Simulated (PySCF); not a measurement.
# Ga: excitation energy

Ga [Ar] 3d10 4s2 4p1 (2P) → Ga [Ar] 3d10 4s2 5s1 (2S), as a difference of total energies. All numbers are calculated (PySCF 2.14, a scalar-relativistic core potential, in aug-cc-pVTZ-PP with one added diffuse shell each of s, d, f type with ECP10MDF (7s5p5d3f, 68 functions)). Correlated levels: valence: 3s2 3p6 3d10 frozen. The calculations carry no spin-orbit coupling.

| method | excitation energy (eV) | error (eV) |
| --- | --- | --- |
| UHF | 2.814 | -0.191 |
| LDA | 2.925 | -0.080 |
| PBE | 2.857 | -0.148 |
| PBE0 | 2.931 | -0.074 |
| r2SCAN | 3.135 | +0.130 |
| BP86 | 2.934 | -0.071 |
| CAM-B3LYP | 3.034 | +0.029 |
| wB97X-V | 2.999 | -0.006 |
| B2PLYP | 2.938 | -0.067 |
| MP2 (valence) | 2.905 | -0.100 |
| SCS-MP2 (valence) | 2.903 | -0.102 |

Reference: 3.005 eV (measured; NIST levels, between the centres of gravity of the two terms).

Errors of the correlated levels include the incompleteness of this basis and the frozen core.
